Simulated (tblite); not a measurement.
Input of a run (GFN2-xTB geometry optimisation, gas phase (tblite 0.8.0)), started from a force field or distance geometry:
```
{"job": {"kind": "relax", "xc": "GFN2-xTB", "basis": "xTB"}, "charge": 0, "multiplicity": 2}
C     -1.707100    -0.505300    -0.091500
C     -0.343400    -0.130800    -0.032400
O      0.589900    -1.158500    -0.091900
C      1.766200    -0.434900    -0.008200
O      2.864100    -0.985700    -0.015900
O      1.608000     0.927300     0.121700
C      0.243700     1.039800     0.097200
Cl    -0.525200     2.556000     0.227500
H     -2.492000     0.243400    -0.038800
H     -1.995300    -1.546700    -0.190300
```

Output (eV, eV/Å):
```
step      E/eV     max force
  0    -715.00001    6.121
  1    -715.25177    6.182
  2    -715.43507    2.666
  3    -715.50353    0.966
  4    -715.51760    0.279
  5    -715.52238    0.266
  6    -715.52735    0.228
  7    -715.53084    0.205
  8    -715.53488    0.264
  9    -715.53723    0.176
 10    -715.53848    0.092
 11    -715.53901    0.069
 12    -715.53927    0.054
 13    -715.53941    0.043
 14    -715.53953    0.041
 15    -715.53965    0.034
 16    -715.53975    0.031
 17    -715.53980    0.029
 18    -715.53984    0.028
 19    -715.53989    0.026
 20    -715.53998    0.030
 21    -715.54007    0.030
 22    -715.54013    0.017
 23    -715.54015    0.010
 24    -715.54016    0.011
 25    -715.54017    0.009
```

Q: Summarise the run.

A: The energy falls by 12.5 kcal/mol over 25 L-BFGS steps, the largest force on an atom goes from 6.12 to 0.009 eV/Å, and the atoms move by 0.059 Å rms after alignment. The bond that changes most is C2–C7 (ends: carbon bonded to 2 C and O; carbon bonded to C, Cl and O), which lengthens by 0.087 Å. Bonds longer at the end by more than 0.005 Å: 1 of 10; shorter: 8. Among the angles that change most is C2–O3–C4, from 100.5° to 109.4°. The energy never rose by more than 1e-5 eV on the way. The first step brought 47 % of the lowering.

Q: What are the final bond lengths?

A: C1–C2 1.356 Å, C2–O3 1.385 Å, O3–C4 1.345 Å, C4=O5 1.183 Å, C4–O6 1.368 Å, O6–C7 1.363 Å, C7–Cl8 1.673 Å, C2–C7 1.403 Å, C1–H9 1.071 Å, C1–H10 1.071 Å. Numbering counts from 1 in the input's order; the species is `[CH2]c1oc(=O)oc1Cl` [radical].

Its GFN2-xTB frequencies are all real (lowest 127 cm⁻¹).

The numbers are calculated, not measured.
